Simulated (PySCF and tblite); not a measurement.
The numbers below are computed, except where a source is named.
C7H8O, numbered as in [O:1]=[CH:2][C:3]1=[CH:4][CH2:5][CH2:6][CH:7]=[CH:8]1.

Search: ETKDG and KDG, MMFF94s, GFN2-xTB, 60 starts; geometries at GFN2-xTB. Weights use CAM-B3LYP-D3(BJ)/pcSseg-1 (IEF-PCM, acetone) energies plus GFN2-xTB zero-point and thermal terms (modes under about 100 cm⁻¹ blended into free rotors). Symmetry numbers and mirror images are counted. Conformers within 3 kcal/mol (GFN2-xTB free energy) were kept, 8 at most. Couplings: B3LYP/6-31G* with pcJ-1 on H (gas phase; spin-dipole term only for pairs with B, N, F, Si or P). Couplings are for ¹H; a prime marks the second kind of pair between the same two sets of atoms. H–H couplings come out 0.1 to 0.9 Hz lower than with pcJ-1 on all atoms. (PySCF 2.14, tblite 0.8.)

Torsions listed: O1–C2–C3–C4. The 6-ring runs over atoms 3–4–5–6–7–8. Of a mirror pair one member is shown.

```csv
conformer,shape,weight %
1,"6-ring half-chair (ring torsions 31, -42, 30, -1, -14, -2°); -177°",98.0
2,"6-ring half-chair (ring torsions 30, -42, 30, -2, -14, -2°); 3°",2.0
```

(1) Give the couplings in each conformer and the averages at 298.15 K (pairs that fast motion interchanges averaged).

## Answers

(1) 
```tsv
coupling	pairs	1	2	average (Hz)
³J(H4,H5)	2	6.2	6.7	6.2
²J(H5,H5)	1	-20.2	-21.0	-20.2
³J(H5,H6)	2	12.0	12.8	12.0
³J(H5,H6′)	2	10.6	11.1	10.6
²J(H6,H6)	1	-18.4	-18.6	-18.4
³J(H6,H7)	2	5.3	5.5	5.3
³J(H7,H8)	1	11.3	11.2	11.3
```
